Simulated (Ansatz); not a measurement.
Cost and result for the atomization energy of C3H7ClOZn, SMILES `CC(C)[O][Zn][Cl]` (13 atoms, 12 bonds).

Cartesian coordinates in Å:
```
C 1.110 -0.911 -0.010
C -0.386 -0.663 0.028
C -0.778 0.226 1.193
O -0.849 -0.141 -1.194
Zn -0.302 1.416 -1.835
Cl 0.238 3.223 -2.727
H 1.461 -1.405 0.901
H 1.652 0.040 -0.099
H 1.372 -1.536 -0.866
H -0.893 -1.631 0.147
H -0.265 1.194 1.122
H -0.505 -0.221 2.152
H -1.855 0.408 1.188
```

Total charge 0; spin multiplicity 1. For Zn the d shell is correlated and the shells below it are frozen. Scalar relativity is left out up to krypton. The geometry is a stationary point of PBE0-D4/def2-TZVP. It is one conformer, not always the lowest. Program: Ansatz. All runs use 2 threads of an AMD EPYC 7R13 on a shared host and a share of an NVIDIA H100 80 GB. Times are those of one run each, without the atoms' runs, and a repeat can differ threefold. Electronic energies, without spin–orbit coupling; frozen cores. CCSD(T)/CBS adds CCSD(T) − MP2 in def2-TZVPP to the MP2 limit, and its time is that of the two runs behind it. T1 = 0.014. With those shells the extrapolation isn't a true limit. B3LYP takes the VWN-RPA correlation (the form of Gaussian; ORCA's B3LYP/G).

CCSD(T)/CBS is a level of theory with its own doubt, some kJ/mol a heavy atom from the limit and from the frozen cores, so smaller differences don't rank the functionals.

```csv
level,functions,wall time,atomization (kJ/mol),difference from CCSD(T)/CBS,per bond
CCSD(T)/def2-SVP,140,9 s,4525.2,-227.0,-18.9
MP2/def2-QZVPP,608,9 s,4799.3,47.1,3.9
B97M-V/def2-TZVPP,328,9.5 s,4746.2,-6.0,-0.5
BHLYP-D4/def2-TZVPP,328,9.6 s,4595.0,-157.2,-13.1
BLYP-D4/def2-TZVPP,328,11 s,4691.5,-60.7,-5.1
B3LYP-D4/def2-TZVPP (with forces),328,11 s,4712.0,-40.2,-3.4
PBE-QIDH/def2-TZVPP,328,12 s,4744.0,-8.2,-0.7
CCSD(T)/def2-TZVPP,328,13 s,4631.3,-120.9,-10.1
r2SCAN-D4/def2-TZVPP (with forces),328,13 s,4774.8,22.6,1.9
r2SCANh-D4/def2-TZVPP,328,15 s,4747.4,-4.8,-0.4
ωB97X-V/def2-TZVPP,328,15 s,4761.8,9.6,0.8
ωB97M-V/def2-TZVPP (with forces),328,18 s,4754.1,1.9,0.2
CCSD(T)/CBS(def2),–,22 s,4752.2,0.0,0.0
```

From BLYP to BHLYP (50 % exact exchange), in def2-TZVPP and without D4, the atomization energy moves by −68.8 kJ/mol: exact exchange takes away binding that semilocal exchange gives to molecules. At CCSD(T), def2-SVP lies −227.0 kJ/mol from the extrapolated value and def2-TZVPP −120.9 kJ/mol: correlation converges slowly with the basis, and small sets miss more of it in the bonded molecule than in its fragments. In def2-TZVPP, CCSD(T) changes the Hartree–Fock value by +1131.8 kJ/mol (the triples alone add +68.4 kJ/mol) and MP2 by +1226.0 kJ/mol; breaking electron pairs costs correlation energy, which Hartree–Fock lacks.
